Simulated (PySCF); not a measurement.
H$_{4}$AlClN$_{2}$ (SMILES [NH2][Al]([NH2])[Cl]), singlet, at a GFN2-xTB geometry (such geometries of metal compounds can be far from the true shape), atoms displaced at random by about 0.08 Å a coordinate; HF/6-31G, gradient by finite differences in PySCF.

Here is a job for PySCF.
```python
from pyscf import gto, scf

mol = gto.Mole()
mol.atom = '''
    Al    0.289347    0.194766    0.110413
    Cl   -1.293201   -1.141947   -0.357661
    N     0.347647    1.749968   -0.813353
    H    -0.168613    2.197102   -1.477429
    H     1.041594    2.586508   -0.621300
    N     1.512912   -0.113550    1.355429
    H     2.167335    0.365164    1.500222
    H     1.506586   -1.112040    1.726603
'''
mol.basis = '6-31g'
mol.charge = 0
mol.spin = 0
mol.verbose = 4
mol.build()

mf = scf.RHF(mol)
mf.conv_tol = 1e-11
mf.kernel()
scan, done = mf.as_scanner(), []
scan.scf_summary = {}
def energy(d):
    c = mol.atom_coords()
    c[2, 1] += d
    e = scan(mol.set_geom_(c, unit='Bohr', inplace=False))
    done.append(scan.converged)
    return e
h = 1e-5
fd = (energy(h) - energy(-h)) / (2 * h)
print('dE/dx =', fd)
```

What does PySCF print? Leave out banner, timings and long lists.


```
PySCF version 2.14.0

[INPUT] verbose = 4
[INPUT] num. atoms = 8
[INPUT] num. electrons = 48
[INPUT] charge = 0
[INPUT] spin (= nelec alpha-beta = 2S) = 0
[INPUT] symmetry False subgroup None
[INPUT] Mole.unit = angstrom
[INPUT] Symbol           X                Y                Z      unit          X                Y                Z       unit  Magmom
[INPUT]  1 Al     0.289347000000   0.194766000000   0.110413000000 AA    0.546786584965   0.368054398377   0.208650330592 Bohr   0.0
[INPUT]  2 Cl    -1.293201000000  -1.141947000000  -0.357661000000 AA   -2.443795714014  -2.157967078769  -0.675881335438 Bohr   0.0
[INPUT]  3 N      0.347647000000   1.749968000000  -0.813353000000 AA    0.656957618027   3.306960246753  -1.537014412593 Bohr   0.0
[INPUT]  4 H     -0.168613000000   2.197102000000  -1.477429000000 AA   -0.318632391041   4.151921047734  -2.791936178490 Bohr   0.0
[INPUT]  5 H      1.041594000000   2.586508000000  -0.621300000000 AA    1.968327392990   4.887791738997  -1.174086841192 Bohr   0.0
[INPUT]  6 N      1.512912000000  -0.113550000000   1.355429000000 AA    2.858989330568  -0.214578401444   2.561389591293 Bohr   0.0
[INPUT]  7 H      2.167335000000   0.365164000000   1.500222000000 AA    4.095669570184   0.690059950551   2.835008706047 Bohr   0.0
[INPUT]  8 H      1.506586000000  -1.112040000000   1.726603000000 AA    2.847034923104  -2.101451039561   3.262806795852 Bohr   0.0

nuclear repulsion = 195.034648686666
number of shells = 32
number of NR pGTOs = 152
number of NR cGTOs = 52
basis = 6-31g
ecp = {}

******** <class 'pyscf.scf.hf.RHF'> ********
method = RHF
initial guess = minao
damping factor = 0
level_shift factor = 0
DIIS = <class 'pyscf.scf.diis.CDIIS'>
diis_start_cycle = 1
diis_space = 8
diis_damp = 0
SCF conv_tol = 1e-11
SCF conv_tol_grad = None
SCF max_cycles = 50
direct_scf = True
direct_scf_tol = 1e-13
Set gradient conv threshold to 3.16228e-06
Initial guess from minao.
init E= -812.903451272471
  HOMO = -0.292586529716422  LUMO = -0.000930795516675298  gap/eV = 7.93636
cycle= 1 E= -812.57636061288  delta_E= 0.327  |g|= 0.385  |ddm|= 2.48
  HOMO = -0.368233208174035  LUMO = 0.097188838898784  gap/eV = 12.66478
cycle= 2 E= -812.61578168603  delta_E= -0.0394  |g|= 0.155  |ddm|= 0.57
  HOMO = -0.404381463601446  LUMO = 0.0927234239930768  gap/eV = 13.52691
cycle= 3 E= -812.621737864357  delta_E= -0.00596  |g|= 0.0379  |ddm|= 0.146
  HOMO = -0.392133394983527  LUMO = 0.0963959773454526  gap/eV = 13.29356
cycle= 4 E= -812.622216672142  delta_E= -0.000479  |g|= 0.00774  |ddm|= 0.0533
  HOMO = -0.393337836534924  LUMO = 0.0963339923163506  gap/eV = 13.32465
cycle= 5 E= -812.622240808395  delta_E= -2.41e-05  |g|= 0.00213  |ddm|= 0.0123
  HOMO = -0.39319277629122  LUMO = 0.0962019100469442  gap/eV = 13.31711
cycle= 6 E= -812.622244018617  delta_E= -3.21e-06  |g|= 0.000552  |ddm|= 0.00494
  HOMO = -0.393231808131519  LUMO = 0.0962000158514758  gap/eV = 13.31812
cycle= 7 E= -812.622244194313  delta_E= -1.76e-07  |g|= 0.000245  |ddm|= 0.00105
  HOMO = -0.393194196010679  LUMO = 0.0961996768703632  gap/eV = 13.31709
cycle= 8 E= -812.622244224322  delta_E= -3e-08  |g|= 4.25e-05  |ddm|= 0.000468
  HOMO = -0.393191066373408  LUMO = 0.0961975533050601  gap/eV = 13.31694
cycle= 9 E= -812.6222442262  delta_E= -1.88e-09  |g|= 1e-05  |ddm|= 0.000144
  HOMO = -0.393190334031922  LUMO = 0.0961980595964609  gap/eV = 13.31694
cycle= 10 E= -812.622244226307  delta_E= -1.07e-10  |g|= 1.66e-06  |ddm|= 3.66e-05
  HOMO = -0.393190444293159  LUMO = 0.0961980466121068  gap/eV = 13.31694
cycle= 11 E= -812.62224422631  delta_E= -3.87e-12  |g|= 4.33e-07  |ddm|= 5.92e-06
  HOMO = -0.393190432519128  LUMO = 0.0961980602185561  gap/eV = 13.31694
Extra cycle  E= -812.622244226309  delta_E= 1.82e-12  |g|= 2.08e-07  |ddm|= 9.69e-07
converged SCF energy = -812.622244226309
Create scanner for <class 'pyscf.scf.hf.RHF'>

WARN: Mole.unit (angstrom) is changed to Bohr

New geometry
   1 Al     0.289347000000   0.194766000000   0.110413000000 AA    0.546786584965   0.368054398377   0.208650330592 Bohr
   2 Cl    -1.293201000000  -1.141947000000  -0.357661000000 AA   -2.443795714014  -2.157967078769  -0.675881335438 Bohr
   3 N      0.347647000000   1.749973291772  -0.813353000000 AA    0.656957618027   3.306970246753  -1.537014412593 Bohr
   4 H     -0.168613000000   2.197102000000  -1.477429000000 AA   -0.318632391041   4.151921047734  -2.791936178490 Bohr
   5 H      1.041594000000   2.586508000000  -0.621300000000 AA    1.968327392990   4.887791738997  -1.174086841192 Bohr
   6 N      1.512912000000  -0.113550000000   1.355429000000 AA    2.858989330568  -0.214578401444   2.561389591293 Bohr
   7 H      2.167335000000   0.365164000000   1.500222000000 AA    4.095669570184   0.690059950551   2.835008706047 Bohr
   8 H      1.506586000000  -1.112040000000   1.726603000000 AA    2.847034923104  -2.101451039561   3.262806795852 Bohr

******** <class 'pyscf.scf.hf.RHF_Scanner'> ********
method = RHF_Scanner
initial guess = minao
damping factor = 0
level_shift factor = 0
DIIS = <class 'pyscf.scf.diis.CDIIS'>
diis_start_cycle = 1
diis_space = 8
diis_damp = 0
SCF conv_tol = 1e-11
SCF conv_tol_grad = None
SCF max_cycles = 50
direct_scf = True
direct_scf_tol = 1e-13
Set gradient conv threshold to 3.16228e-06
init E= -812.622247543173
  HOMO = -0.393188953119739  LUMO = 0.096198346839141  gap/eV = 13.31691
cycle= 1 E= -812.622244679704  delta_E= 2.86e-06  |g|= 1.88e-06  |ddm|= 6.61e-06
  HOMO = -0.3931903545623  LUMO = 0.0961978185756536  gap/eV = 13.31693
cycle= 2 E= -812.622244679707  delta_E= -2.27e-12  |g|= 9.41e-07  |ddm|= 2.41e-06
  HOMO = -0.393189952533227  LUMO = 0.0961978645368535  gap/eV = 13.31692
Extra cycle  E= -812.622244679709  delta_E= -2.27e-12  |g|= 5.45e-07  |ddm|= 1.07e-06
converged SCF energy = -812.622244679709

WARN: Mole.unit (angstrom) is changed to Bohr

New geometry
   1 Al     0.289347000000   0.194766000000   0.110413000000 AA    0.546786584965   0.368054398377   0.208650330592 Bohr
   2 Cl    -1.293201000000  -1.141947000000  -0.357661000000 AA   -2.443795714014  -2.157967078769  -0.675881335438 Bohr
   3 N      0.347647000000   1.749962708228  -0.813353000000 AA    0.656957618027   3.306950246753  -1.537014412593 Bohr
   4 H     -0.168613000000   2.197102000000  -1.477429000000 AA   -0.318632391041   4.151921047734  -2.791936178490 Bohr
   5 H      1.041594000000   2.586508000000  -0.621300000000 AA    1.968327392990   4.887791738997  -1.174086841192 Bohr
   6 N      1.512912000000  -0.113550000000   1.355429000000 AA    2.858989330568  -0.214578401444   2.561389591293 Bohr
   7 H      2.167335000000   0.365164000000   1.500222000000 AA    4.095669570184   0.690059950551   2.835008706047 Bohr
   8 H      1.506586000000  -1.112040000000   1.726603000000 AA    2.847034923104  -2.101451039561   3.262806795852 Bohr

******** <class 'pyscf.scf.hf.RHF_Scanner'> ********
method = RHF_Scanner
initial guess = minao
damping factor = 0
level_shift factor = 0
DIIS = <class 'pyscf.scf.diis.CDIIS'>
diis_start_cycle = 1
diis_space = 8
diis_damp = 0
SCF conv_tol = 1e-11
SCF conv_tol_grad = None
SCF max_cycles = 50
direct_scf = True
direct_scf_tol = 1e-13
Set gradient conv threshold to 3.16228e-06
init E= -812.622238045958
  HOMO = -0.393193211953244  LUMO = 0.0961972664610748  gap/eV = 13.31699
cycle= 1 E= -812.622243772856  delta_E= -5.73e-06  |g|= 3.99e-06  |ddm|= 1.31e-05
  HOMO = -0.393190252294625  LUMO = 0.0961983443899472  gap/eV = 13.31694
cycle= 2 E= -812.622243772861  delta_E= -4.32e-12  |g|= 2.09e-06  |ddm|= 4.98e-06
  HOMO = -0.393191172655766  LUMO = 0.096198241150659  gap/eV = 13.31696
Extra cycle  E= -812.62224377286  delta_E= 1.14e-12  |g|= 1.24e-06  |ddm|= 2.29e-06
converged SCF energy = -812.62224377286
dE/dx = -0.04534246613729919
```
